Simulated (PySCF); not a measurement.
Mapped SMILES: `[CH3:1][O:2][Si@H:3]([CH3:4])[C:5]([CH3:6])=[C:7]([F:8])[F:9]`. Each H is labelled by its parent atom.

How the numbers were obtained: GFN2-xTB geometry, σ from GIAO-PBE0/pcSseg-1, in PySCF 2.14 (gas phase, relativity neglected, rapidly exchanging positions averaged, one computed conformer).

Problem. List the cross peaks expected in HSQC, COSY and HMBC spectra.

Solution. 

HSQC (one-bond C–H):
```
          δH         δC
3.83 (H(C1))  53.1 (C1)
1.82 (H(C6))  11.8 (C6)
0.27 (H(C4))  -1.7 (C4)
```

COSY cross peaks (H two or three bonds apart, from the bond graph; peaks can be absent where the dihedral angle is near 90°):
```
           δH            δH
5.34 (H(Si3))  0.27 (H(C4))
```

HMBC (two and three bonds, from the bond graph):
```
           δH                                                      δC
5.34 (H(Si3))  167.7 (C7), 83.9 (C5), 53.1 (C1), 11.8 (C6), -1.7 (C4)
 1.82 (H(C6))                                   167.7 (C7), 83.9 (C5)
 0.27 (H(C4))                                               83.9 (C5)
```

Scale: TMS for $^{1}$H (σ = 31.72 ppm) and $^{13}$C (σ = 186.93 ppm) (reference shieldings calculated alike).

Shifts are as computed. Against solution values, carbons near 30 ppm lie about +3 ppm off and those near 130 ppm about +5 ppm. Of 1211 compounds with measured shifts, 218 miss one by over three times the rms of a fit or turn the order of signals round; such compounds aren't used in these exercises.
